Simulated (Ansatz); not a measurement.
Basis-set series for `NC#C[CH2][InH2]`. Charge 0, multiplicity 1. In: def2 effective core potential. Geometry: relaxed with PBE0-D4/def2-TZVP. It is one conformer, not always the lowest.

| functional | basis | functions | energy (Eh) | HOMO (eV) | LUMO (eV) |
| --- | --- | --- | --- | --- | --- |
| PBE0-D4 | def2-TZVPP | 258 | -362.57860 | -6.37 | -0.89 |
| PBE0-D4 | def2-QZVPP | 490 | -362.59013 | -6.39 | -0.91 |
| ωB97M-V | def2-TZVPP | 258 | -362.65008 | -8.45 | 0.44 |
| ωB97M-V | def2-QZVPP | 490 | -362.66096 | -8.47 | 0.32 |

(1) Give the rows for def2-SVP. (Estimate.)

Answers

(1) Computed: 
```tsv
functional	basis	functions	energy (Eh)	HOMO (eV)	LUMO (eV)
PBE0-D4	def2-SVP	112	-362.37640	-6.27	-0.77
ωB97M-V	def2-SVP	112	-362.43859	-8.37	0.76
```

Positive LUMOs are unbound and depend on the basis.
